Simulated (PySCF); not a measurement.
C₇H₁₁BSi, SMILES BC[SiH2]c1ccccc1 (GFN2-xTB optimised geometry):

```
20

B      0.421    -3.246    -1.888
C     -1.092    -3.019    -1.668
Si    -1.350    -2.085    -0.008
C     -0.402    -0.453     0.000
C     -1.053     0.777     0.004
C     -0.343     1.965     0.002
C      1.041     1.944     0.000
C      1.708     0.730     0.000
C      0.991    -0.453     0.000
H      0.953    -4.172    -1.406
H      1.052    -2.482    -2.514
H     -1.662    -3.941    -1.568
H     -1.564    -2.415    -2.442
H     -0.899    -2.909     1.123
H     -2.788    -1.809     0.136
H     -2.134     0.803     0.009
H     -0.870     2.909     0.002
H      1.598     2.869    -0.003
H      2.788     0.707    -0.001
H      1.517    -1.398    -0.006
```

Level of theory: PBE/def2-SVP (PySCF 2.14.0).

Q: What are the frontier orbital energies and the dipole moment?

A: HOMO-2 -7.34 eV, HOMO-1 -6.43 eV, HOMO -6.36 eV, LUMO -2.19 eV, LUMO+1 -1.39 eV; dipole moment 0.96 D.

On the same geometry PBE0/def2-SVP run with PySCF gives HOMO-2 -8.73 eV, HOMO-1 -7.44 eV, HOMO -7.38 eV, LUMO -1.24 eV, LUMO+1 -0.50 eV; dipole moment 0.88 D.

Meta-Löwdin charges at PBE/def2-SVP: B1 -0.02, C2 -0.48, Si3 0.60, C4 -0.21, C5 -0.10, C6 -0.10, C7 -0.10, C8 -0.10, C9 -0.09, H10 0.00, H11 0.01, H12 0.13, H13 0.13, H14 -0.09, H15 -0.09, H16 0.10, H17 0.11, H18 0.11, H19 0.11, H20 0.10.
